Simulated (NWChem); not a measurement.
CH6GeMg; SMILES [CH3][Mg][GeH3]

Results from NWChem. Pople sets run with spherical d functions. Geometry: optimised at B3LYP/6-31G* (spherical d). Level SCAN/6-31G*: energy and gradient on several grids; changes count from the extra-fine grid, which is no exact limit either.

```tsv
grid	size of the energy change (μHa)	largest change of a gradient component (μHa/bohr)
xcoarse	8000	10000
coarse	1000	2000
medium	20	500
fine	2000	400
xfine	< 10	< 30
```
